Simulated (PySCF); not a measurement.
A side-by-side comparison of computed properties.

First species: C5H7NOSi.
SMILES: `C/C=C\[Si@@H](C#N)C=O`

Second species: C4H6O2SSi.
Geometry (GFN2-xTB, Å), atoms numbered from 1 in this order:
```xyz
14
C4H6O2SSi angstrom
O      1.7399    1.0940   -0.3357
C      2.4706    0.1297   -0.2117
O      2.1699   -1.1110    0.0098
C      0.8633   -1.5745    0.1496
C     -0.2259   -0.8113    0.0752
Si    -0.5435    1.0385   -0.2088
C     -2.3742    0.3900   -0.0035
S     -1.8728   -1.3514    0.2423
H      3.5651    0.2360   -0.2852
H      0.8692   -2.6409    0.3249
H     -0.2855    1.9153    0.9243
H     -0.4199    1.5001   -1.5837
H     -2.9273    0.7293    0.8677
H     -3.0295    0.4558   -0.8673
```

Levels: PBE0/pcSseg-1 for dipole moment, HOMO energy, LUMO energy and HOMO–LUMO gap; GFN2-xTB for rotational constant A and rotational constant C. Geometries: GFN2-xTB. Each species is one conformer at its optimised geometry, gas phase, non-relativistic unless stated; the electronic structure was computed with PySCF and density fitting.

Dipoles, sizes and rotational constants follow the conformer. The torsions of the flexible species, by atom-mapped SMILES:
- `[CH3:1]/[CH:2]=[CH:3]\[Si@@H:4]([C:5]#[N:6])[CH:7]=[O:8]`: C2–C3–Si4–C5 56°, C3–Si4–C7–O8 10°
- `[O:1]=[CH:2][O:3]/[CH:4]=[C:5]1\[SiH2:6][CH2:7][S:8]1`: O1–C2–O3–C4 0°, C2–O3–C4–C5 0°

```tsv
property	column X	column Y
dipole moment	1.79 D	3.31 D
HOMO energy	-6.07 eV	-7.44 eV
LUMO energy	-1.21 eV	-2.02 eV
HOMO–LUMO gap	4.86 eV	5.42 eV
rotational constant A	2.832 GHz	2.029 GHz
rotational constant C	0.836 GHz	0.845 GHz
```

(1) Which column belongs to which species?

(2) How does each property change from the first species to the second?

## Answers

(1) Column X is the second species and column Y the first. The first has 15 atoms and 66 electrons, the second 14 and 76.

(2) dipole moment -1.52 D; HOMO energy +1.37 eV; LUMO energy +0.81 eV; HOMO–LUMO gap -0.56 eV; rotational constant A +0.803 GHz; rotational constant C -0.009 GHz.

On the first: In atomic units the dipole is 1.30 e·bohr (1 au = 2.5417 D).

On the second: The dipole equals about 6.0 × 10⁻³⁰ C·m (1 D = 3.33564 × 10⁻³⁰ C·m). A dipole of 1.79 D is allowed in Cs, and pure rotational transitions are dipole-allowed.
